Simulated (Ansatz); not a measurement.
Geometry optimisation, RKS CAM-B3LYP-D4/def2-mTZVP (Ansatz).

input.yaml

```yaml
crystal:
  periodic: [false, false, false]
  atoms:
    - { symbol: B, position_ang: [-0.030593, -0.257899, 0.151324] }
    - { symbol: O, position_ang: [-0.009095, -0.467753, 1.509046] }
    - { symbol: H, position_ang: [-0.889596, -0.477247, 1.905265] }
    - { symbol: F, position_ang: [1.104232, -0.244811, -0.515278] }
    - { symbol: F, position_ang: [-1.166336, -0.093776, -0.515561] }
    - { symbol: H, position_ang: [0.052665, 2.09654, 0.597636] }
    - { symbol: H, position_ang: [0.150423, 1.725746, 1.193167] }
basis:
  gaussian: { orbitals: def2-mTZVP }
hamiltonian:
  xc: cam_b3lyp
  dispersion: d4
relax:
  f_tol: 0.03
  max_steps: 50
```

Command:

```bash
$ ansatz run input.yaml --threads 2 --pin off --max-ram 3072MiB --backend cpu --events-out ev --progress --plain --runs-dir out
```

Question: Where does it end, and by what steps?

Answer: It converged. After 6 steps the energy has fallen by 0.178 eV; H7 moved furthest, 0.57 Å.

| step | energy less start (eV) | largest force component (eV/Å) | accepted |
| --- | --- | --- | --- |
| 0 | 0.0000 | 1.191 | yes |
| 1 | -0.1349 | 0.609 | yes |
| 2 | -0.1618 | 0.509 | yes |
| 3 | -0.1735 | 0.153 | yes |
| 4 | -0.1755 | 0.129 | yes |
| 5 | -0.1756 | 0.166 | yes |
| 6 | -0.1778 | 0.020 | yes |

```xyz
7
Properties=species:S:1:pos:R:3
B -0.052 -0.456 0.152
O -0.053 -0.732 1.467
H -0.928 -0.725 1.874
F 1.089 -0.435 -0.509
F -1.172 -0.207 -0.519
H 0.008 2.566 0.626
H 0.320 2.270 1.234
```

Whether the end is a true minimum wasn't checked by a vibrational analysis.

Time of the run: 18 s on 2 threads of Intel(R) Xeon(R) Platinum 8259CL CPU @ 2.50GHz (Skylake/Cascade Lake), with other jobs on the host, peak memory 0.18 GiB.
